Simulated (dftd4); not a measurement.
F$_{4}$Ti, charge -1, doublet, at a GFN2-xTB geometry (such geometries of metal compounds can be far from the true shape) (the multiplicity is a formal guess); D4 for bp86 (dftd4).

Input for dftd4:
```
$ dftd4 mol.xyz --func bp86 --charge -1 --json dftd4.json --noedisp

# file mol.xyz
5

Ti    -0.00000000    -0.00000000    -0.00000000
F      1.24118707     0.52094629    -1.19108730
F      1.05052930    -0.83865025     1.19317781
F     -1.25479205    -0.63428937    -1.11972909
F     -1.03692432     0.95199333     1.11763858
```

Output, abridged:

```
                    ____  _____ _____     ____  _  _
      -------------|  _ \|  ___|_   _|---|  _ \| || |------------
     |             | | | | |_    | | ___ | | | | || |_           |
     |             | |_| |  _|   | ||___|| |_| |__   _|          |
     |             |____/|_|     |_|     |____/   |_|            |
     |             ===================================           |
     |            E. Caldeweyher, S. Ehlert & S. Grimme          |
     |          Mulliken Center for Theoretical Chemistry        |
     |                    University of Bonn                     |
      -----------------------------------------------------------

Rational (Becke-Johnson) damping: bp86-D4-ATM
---------------------
  s6         1.0000
  s8         3.3550
  s9         1.0000
  a1         0.4365
  a2         4.9241
 alp        16.0000
--------------------

Dispersion energy:      -4.5983542191250E-03 Eh

[Info] JSON dump of results written to 'dftd4.json'
```
